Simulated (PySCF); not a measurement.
BO, SMILES [B]=O, multiplicity 2. Atoms are numbered in the order given.

```xyz
2

B      0.0000     0.0000    -0.7399
O      0.0000     0.0000     0.4624
```
Charge 0, spin multiplicity 2.

Geometry: B3LYP-D3(BJ)/def2-TZVPD.

All values below come from B3LYP-D3(BJ)/def2-TZVPD (PySCF).

Frequencies are harmonic and unscaled.

| mode | ν (cm⁻¹) | IR (km/mol) | moving atoms (share of kinetic energy) |
|---|---|---|---|
| 1 | 1923 | 51.1 | B 60 %, O 40 % |
